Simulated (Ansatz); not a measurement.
One geometry of Be2Cl4⁻, several levels of theory.

```yaml
crystal:
  periodic: [false, false, false]
  atoms:
    - {symbol: Be, position_ang: [1.784088, 1.162395, -0.267867]}
    - {symbol: Be, position_ang: [-0.611088, -0.396850, 0.092576]}
    - {symbol: Cl, position_ang: [0.098039, 1.227327, -1.359511]}
    - {symbol: Cl, position_ang: [1.431257, -0.247618, 1.120003]}
    - {symbol: Cl, position_ang: [-0.727786, -2.098574, -0.856966]}
    - {symbol: Cl, position_ang: [-1.974520, 0.353319, 1.271766]}
basis:
  gaussian: {orbitals: def2-TZVPD, initial_orbitals: start.molden}
total_charge: -1
magnetization: {spin_polarized: true, initial_magnetization: 1}
hamiltonian: {xc: r2scan, dispersion: d4}
scf: {omitted_lower_state_checks: [starts]}
output: {orbitals: {seedname: orbitals}}
```

The file start.molden holds the orbitals of an earlier run on this structure, at another level or in another basis.

```sh
$ ansatz run in.yaml --threads 4 --pin off --events-out ev --progress --plain --max-ram 4787MiB
```

Shortened log:

```
Functional definition: r2SCAN
  name "r2SCAN"
  cite "Furness, Kaplan, Ning, Perdew & Sun, J. Phys. Chem. Lett. 11, 8208 (2020) doi:10.1021/acs.jpclett.0c02405"
  cite "Furness, Kaplan, Ning, Perdew & Sun, J. Phys. Chem. Lett. 11, 9248 (2020) doi:10.1021/acs.jpclett.0c03077"
  parent r2scan
  parameter k0 = 0.174
  parameter k1 = 0.065
  parameter a1 = 4.9479
  exchange = r2scan_x(k0 = k0, k1 = k1, a1 = a1)
  correlation = r2scan_c
these checks for a lower state are left out or cut short: starts
1434 factors; their error is unknown
mean field evaluation 1: about -50900.5478 eV, gradient 8.5e0 eV
mean field evaluation 2: about -50900.5830 eV, gradient 7.2e-2 eV
mean field evaluation 4: about -50900.5606 eV, gradient 2.1e-4 eV
mean field -50900.56061202 eV, -1870.5611008527 hartree, gradient 2.2e-5 eV, S^2 0.751680; 0 other end points of the search recorded, 0 dependent functions left out
reference -50900.56065604 eV, -1870.5611024704 hartree; 39, 38 occupied and 189, 190 virtual orbitals, 1434 factors
Total energy: -50900.62398457 eV, -1870.5634297508 hartree
Checks for a lower state left out: starts
```

Run time 11 s (4 threads of Arm Neoverse V1 on a shared host).

Geometry: B3LYP-D4/def2-SVPD.

Another isomer (doublet) lies 0.31 eV lower at PBE0-D4/def2-TZVPD; other spin states weren't run for this one.
